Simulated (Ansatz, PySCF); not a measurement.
Molecule: CH₆O₃Sn, charge 1, multiplicity 2. 
Coordinates optimised at B3LYP-D3(BJ)/def2-TZVP (Ansatz, an electronic-structure program):
```xyz
11

C      2.2591    -0.2940    -0.1943
Sn    -0.1370     0.0178     0.0118
O     -0.7621    -0.9233    -1.5521
O     -0.2586     1.9428    -0.0348
O     -0.4685    -0.8256     1.7150
H      2.3062    -0.4438    -1.2683
H      2.5769     0.6661     0.1998
H      2.3597    -1.1650     0.4456
H     -1.0545    -1.8375    -1.4123
H     -0.4668     2.3371    -0.8962
H     -0.5109    -0.2351     2.4833
```
Charge +1, spin multiplicity 2.

Total electronic energies in hartree. Cores are frozen in the correlated levels unless marked. UHF or UKS for open shells. No spin-orbit coupling. Frozen are the shells of the preceding noble gas and the d and f shells that filled before the atom's block. In def2 rows, elements after Kr have scalar-relativistic effective core potentials. STO-3G rows are all-electron and non-relativistic. Basis-set limits of correlation are two-point, X^-3; Hartree-Fock from the larger set. [CCSD(T)-MP2]/basis is that difference in the basis named.

| level | program | energy (Eh) |
|---|---|---|
| HF/STO-3G | Ansatz | -6225.50014 |
| HF/def2-SVPD | Ansatz | -478.81735 |
| B97M-V/def2-TZVPD | Ansatz | -481.45115 |
| BHLYP-D3(BJ)/def2-TZVPD | Ansatz + dftd3 | -481.30952 |
| BHLYP/def2-TZVPD | Ansatz | -481.29835 |
| TPSSh-D4/def2-TZVPD | PySCF + dftd4 | -481.45635 |
| B2GP-PLYP-D3(BJ)/def2-TZVPD | Ansatz + dftd3 | -480.93962 |
| B2PLYP-D3(BJ)/def2-TZVPD | Ansatz + dftd3 | -481.06305 |
| B2PLYP-D4/def2-TZVPD | Ansatz + dftd4 | -481.06130 |
| RI-MP2/CBS(def2-TZVPP,def2-QZVPP) | Ansatz | -480.2903 |
| RI-MP2/CBS(def2-TZVPPD,def2-QZVPPD) | Ansatz | -480.2883 |
| CCSD/def2-SVPD | Ansatz | -479.67052 |
| CCSD(T)/def2-SVP | Ansatz | -479.62186 |
| RI-MP2/CBS(def2-TZVPPD,def2-QZVPPD)+[CCSD(T)-MP2]/def2-SVPD | Ansatz | -480.3441 |
| RI-MP2/CBS(def2-TZVPP,def2-QZVPP)+[CCSD(T)-MP2]/def2-TZVPP | Ansatz | -480.3491 |

Totals of different functionals don't rank their quality; only differences between species are comparable.
